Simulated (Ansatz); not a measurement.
The cluster Nb₂Si₂. Charge 0, multiplicity 1. Geometry r2SCAN-D4/def2-SVP.

```xyz
4

Nb    0.4930   -0.3297    0.2571
Nb    2.0448   -1.3340    1.0986
Si   -1.9722    0.2704   -0.0489
Si   -0.5655    1.3932   -1.3068
```

In the def2 sets Nb takes a core potential; there is no spin–orbit coupling. The restricted singlet is unstable towards broken spin symmetry at other levels; at PBE-D4/def2-TZVPD, r2SCAN-D4/def2-TZVPD, PBE0-D4/def2-SVP, ωB97X-V/def2-TZVP this wasn't settled. At r2SCAN-D4/def2-TZVP the restricted singlet is unstable: a solution with broken spin symmetry lies lower. The geometry of the singlet was relaxed on an unsound state (restricted singlet, unstable towards broken spin symmetry at other levels and untested here). At PBE0-D4/def2-TZVP a quintet of charge 0 lies 2.72 eV below the restricted singlet, each at its own geometry. The structure comes from a short search, and lower isomers may exist.

Task: Estimate the orbital energies around the gap (eV) in Ansatz with PBE-D4/def2-TZVPD, r2SCAN-D4/def2-TZVP, r2SCAN-D4/def2-TZVPD, PBE0-D4/def2-SVP, ωB97X-V/def2-TZVP.

Result: 
```csv
orbital,PBE-D4/def2-TZVPD,r2SCAN-D4/def2-TZVP,r2SCAN-D4/def2-TZVPD,PBE0-D4/def2-SVP,ωB97X-V/def2-TZVP
HOMO−9,-33.22,-34.53,-34.54,-36.05,-38.93
HOMO−8,-12.42,-12.86,-12.87,-14.02,-16.54
HOMO−7,-8.68,-8.90,-8.90,-9.74,-11.94
HOMO−6,-6.25,-6.52,-6.53,-7.54,-9.89
HOMO−5,-6.13,-6.35,-6.35,-7.22,-9.35
HOMO−4,-6.07,-6.22,-6.22,-6.97,-9.02
HOMO−3,-5.59,-5.70,-5.71,-6.30,-7.88
HOMO−2,-4.63,-4.76,-4.76,-5.40,-7.51
HOMO−1,-4.62,-4.68,-4.68,-5.34,-6.96
HOMO,-4.40,-4.62,-4.62,-5.22,-6.79
LUMO,-4.10,-3.97,-3.97,-3.35,-1.71
LUMO+1,-3.85,-3.73,-3.74,-3.21,-0.90
LUMO+2,-3.03,-2.98,-2.99,-2.36,-0.47
LUMO+3,-2.69,-2.72,-2.72,-2.09,-0.16
LUMO+4,-2.20,-1.97,-1.97,-1.39,0.00
LUMO+5,-1.87,-1.72,-1.73,-1.32,0.01
```
